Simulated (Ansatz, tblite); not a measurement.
Removing an electron: [(OH)2Al]2O (Al2O5H4). The state is a singlet with charge 0. Geometry: PBE0-D4/def2-SVP. Ansatz, gas phase; energy differences of separate SCF runs; the oxidised species was run as a doublet alone.

```xyz
11

Al   -1.497   -0.201   -0.417
O    -2.622    0.972   -0.905
O    -1.996   -1.820   -0.371
O     0.088    0.174    0.021
Al    1.714    0.197    0.488
O     2.207    0.722    2.022
O     2.971   -0.264   -0.551
H    -2.441    1.911   -0.964
H    -2.884   -2.095   -0.602
H     1.614    1.017    2.711
H     2.846   -0.613   -1.433
```

The xTB rows come from tblite. Correlated methods freeze 15 core orbitals. The rows differ in basis, and correlated rows in double-zeta sets carry the largest basis error. In CCSD on the charge 1 doublet the largest single amplitude is 0.26, so its Hartree–Fock determinant may place the open shell otherwise than the density functionals do.

| level | −HOMO (eV) | vertical IE (eV) | −LUMO (eV) | HOMO–LUMO gap (eV) |
| --- | --- | --- | --- | --- |
| GFN2-xTB | 12.24 | 15.05 | 7.47 | 4.77 |
| PBE0-D4/def2-TZVP | 8.89 | 10.71 | 0.91 | 7.98 |
| r2SCAN0-D4/def2-TZVP | 9.16 | 10.90 | 0.63 | 8.54 |
| CCSD(T)/def2-SVP | – | 11.38 | – | – |

**Question.** Estimate the rows for GFN1-xTB, HF/def2-SVP, MP2/def2-SVP, CCSD/def2-SVP.

**Answer.** 
```json
{"level": "GFN1-xTB", "−HOMO (eV)": "12.95", "vertical IE (eV)": "15.94", "−LUMO (eV)": "7.47", "HOMO–LUMO gap (eV)": "5.49"}
{"level": "HF/def2-SVP", "−HOMO (eV)": "–", "vertical IE (eV)": "10.35", "−LUMO (eV)": "–", "HOMO–LUMO gap (eV)": "–"}
{"level": "MP2/def2-SVP", "−HOMO (eV)": "–", "vertical IE (eV)": "11.73", "−LUMO (eV)": "–", "HOMO–LUMO gap (eV)": "–"}
{"level": "CCSD/def2-SVP", "−HOMO (eV)": "–", "vertical IE (eV)": "11.41", "−LUMO (eV)": "–", "HOMO–LUMO gap (eV)": "–"}
```

Relaxing the oxidised species (PBE0-D4/def2-SVP) changes its energy by -0.43 eV at PBE0-D4/def2-TZVP, so the adiabatic ionisation energy to this nearest minimum is 10.29 eV.  Run but left out: PBE-D4/def2-TZVP (charge +1 doublet: an occupied level 0.05 eV above an empty one).  Raw xTB energy differences between charge states are shifted by several eV; the methods need an empirical correction for them.
